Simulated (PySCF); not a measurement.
Positional isomers: quinoline fluoro+boryl. Isolated molecules, 0 K electronic values unless said otherwise. One relaxed conformer stands for each flexible species; it need not be the lowest. Strings in code marks are SMILES.

These are B3LYP-D3(BJ)/def2-TZVP // B3LYP-D3(BJ)/def2-SVP (PySCF 2.14.0) values and carry that method's errors. B3LYP has the VWN-RPA correlation part, as in Gaussian. Delta-SCF ions had no search for a lower state. 

```tsv
species	S1 oscillator strength	vertical ionisation energy (Delta-SCF) (eV)
`Bc1cc(F)c2ccccc2n1`	0.001	8.64
`Bc1cc(c2ncccc2c1)F`	___	___
`c1c(B)c2ccccc2nc1F`	0.060	8.74
`n1cccc2c1cc(F)c(B)c2`	0.029	8.70
```

**Question.** Some entries are withheld; supply them.

**Answer.** 
- `Bc1cc(c2ncccc2c1)F`, S1 oscillator strength: 0.053
- `Bc1cc(c2ncccc2c1)F`, vertical ionisation energy (Delta-SCF) (eV): 8.61
